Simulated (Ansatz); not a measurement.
AlH5SeO2, singlet: at a first-order saddle point.

The input file, in.yaml:

```yaml
crystal:
  periodic: [false, false, false]
  atoms:
    - {symbol: Al, position_ang: [-0.212661, -0.020081, -0.387691]}
    - {symbol: H, position_ang: [0.888339, -1.230034, -0.760019]}
    - {symbol: O, position_ang: [-0.256447, 1.065553, -1.688880]}
    - {symbol: O, position_ang: [-1.501267, -0.517839, 0.600589]}
    - {symbol: H, position_ang: [1.506160, -0.621318, 0.118064]}
    - {symbol: Se, position_ang: [1.626206, 0.602899, 1.267065]}
    - {symbol: H, position_ang: [-0.725851, 1.897120, -1.670815]}
    - {symbol: H, position_ang: [-2.315527, -0.891543, 0.270267]}
    - {symbol: H, position_ang: [0.991148, -0.284557, 2.251322]}
basis:
  gaussian: {orbitals: def2-SVP}
correlation: {method: ccsd_t}
```

Command:

```bash
ansatz run in.yaml --threads 4 --pin off --events-out ev --progress --plain --max-ram 9574MiB
```

What Ansatz 0.2.0 printed:

```
Functional definition: HF
  name "HF"
  cite "Fock, Z. Phys. 61, 126 (1930) doi:10.1007/BF01340294"
  parent pbe
  exchange = exact_x
  correlation = 0
986 factors; integrals over basis functions are off by at most 1.1e-3 eV
mean field evaluation 1: about -76022.8647 eV, gradient 4.9e1 eV
mean field evaluation 2: about -76022.8964 eV, gradient 4.9e1 eV
mean field evaluation 4: about -76027.7611 eV, gradient 2.6e0 eV
mean field evaluation 8: about -76027.8019 eV, gradient 1.5e-1 eV
mean field evaluation 16: about -76027.7479 eV, gradient 4.9e-1 eV
mean field -76027.80202837 eV, -2793.9701910473 hartree, gradient 8.8e-6 eV, S^2 0.000000; 0 other end points of the search recorded, 0 dependent functions left out
16 core orbitals not correlated: weight in the atoms' cores, before any rotation towards them, 1.000 or more for the frozen orbitals, at most 0.000 for the correlated occupied ones
reference -76027.80202837 eV, -2793.9701910473 hartree; 18, 18 occupied and 69, 69 virtual orbitals, 986 factors
second order -19.35915948 eV of doubles, -0.00000000 eV of singles
cycle   1  -19.48820658 eV  change   -1.3e-1 eV  update   9.8e-2
cycle   2  -19.94633728 eV  change   -4.6e-1 eV  update   2.9e-2
cycle   3  -20.05229451 eV  change   -1.1e-1 eV  update   1.5e-2
cycle   4  -20.04142049 eV  change    1.1e-2 eV  update   3.3e-3
cycle   5  -20.04083185 eV  change    5.9e-4 eV  update   1.4e-3
cycle   6  -20.04107676 eV  change   -2.4e-4 eV  update   4.3e-4
cycle   7  -20.04075579 eV  change    3.2e-4 eV  update   1.7e-4
cycle   8  -20.04071186 eV  change    4.4e-5 eV  update   5.7e-5
cycle   9  -20.04073620 eV  change   -2.4e-5 eV  update   2.4e-5
perturbative correction -0.46216123 eV, -0.0169841119 hartree
Total energy: -76048.30492579 eV, -2794.7236586305 hartree
```

Hardware: 4 CPU threads of an Arm Neoverse V2, shared host. Wall time about 3.8 s.
